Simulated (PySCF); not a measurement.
H6O2P2Si. Atoms are numbered in the order given.

```xyz
11

O     -0.8270    -0.8377     1.5037
Si    -0.1694    -0.3359     0.0549
O     -0.3529    -1.4813    -1.1460
P      2.0804    -0.1385     0.2270
P     -1.2369     1.6274    -0.3331
H     -0.4576    -1.6466     1.8812
H     -1.2547    -1.6461    -1.4492
H      2.2181     0.4523    -1.0664
H      1.9992     1.1171     0.9044
H     -2.4964     1.0006    -0.6004
H     -0.8498     1.6428    -1.7096
```
Charge 0, spin multiplicity 1.

Geometry optimised at B3LYP-D3(BJ)/def2-SVP. The structure was generated by enumeration, and PubChem lists no compound with its InChIKey, so it may never have been made. Other conformers were not sampled.

The numbers are results of PBE/pcSseg-1 in PySCF, not measurements.

GIAO shieldings, no solvent; atoms listed in one row are averaged. δ = σ(ref) − σ: ¹⁷O against H2O (σ = 334.3 ppm); ²⁹Si against TMS (σ = 335.4 ppm); ³¹P against PH3 (σ = 576.8 ppm); ¹H against TMS (σ = 31.49 ppm), references at their B3LYP-D3(BJ)/def2-TZVP geometries, non-relativistic.

Task: Estimate the chemical shifts. (Estimate from the structure and the level; the computed values follow.)

Result: 
```
nucleus   atoms  count  δ (ppm)
-------  ------  -----  -------
¹⁷O          O3      1    119.3
¹⁷O          O1      1     98.1
²⁹Si        Si2      1     27.4
³¹P          P5      1     32.9
³¹P          P4      1     23.0
¹H          H10      1     2.33
¹H       H6, H7      2     2.29
¹H           H8      1     2.13
¹H           H9      1     2.00
¹H          H11      1     1.85
```
